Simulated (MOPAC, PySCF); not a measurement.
H₃NOSi, SMILES `[SiH](=O)N`, neutral singlet in the gas phase. 

Z-matrix (Å, degrees):
```
Si
O 1 1.5148
N 1 1.6750 2 126.75
H 3 1.0066 1 122.98 2 179.99
H 3 1.0070 4 113.92 1 179.99
H 1 1.4794 2 126.07 3 180.00
```
Charge 0, multiplicity 1.

All levels are single points at this geometry (PBE0-D3(BJ)/def2-TZVP); Pople sets use spherical d functions. Orbital energies aren't observables, and empty levels follow the basis.

AM1 in MOPAC gives HOMO (eV) = -10.52.

Q: Estimate the HOMO (eV) from each of these levels: PBE-D3(BJ)/def2-TZVP in PySCF; PBE0-D3(BJ)/def2-TZVP in PySCF; B3LYP/3-21G in PySCF; B3LYP/6-311+G** in PySCF; B3LYP/LANL2DZ in PySCF; BP86/6-31G* in PySCF; M06-2X/6-31G* in PySCF; PBE/6-31G* in PySCF; SVWN5/6-31G* in PySCF; HF/3-21G in PySCF; HF/6-31G* in PySCF; PM6 in MOPAC.

A: 
| level | HOMO (eV) |
|---|---|
| PBE-D3(BJ)/def2-TZVP in PySCF | -6.44 |
| PBE0-D3(BJ)/def2-TZVP in PySCF | -7.97 |
| B3LYP/3-21G in PySCF | -7.03 |
| B3LYP/6-311+G** in PySCF | -7.84 |
| B3LYP/LANL2DZ in PySCF | -7.62 |
| BP86/6-31G* in PySCF | -6.21 |
| M06-2X/6-31G* in PySCF | -9.20 |
| PBE/6-31G* in PySCF | -6.10 |
| SVWN5/6-31G* in PySCF | -6.24 |
| HF/3-21G in PySCF | -10.85 |
| HF/6-31G* in PySCF | -11.40 |
| PM6 in MOPAC | -11.07 |
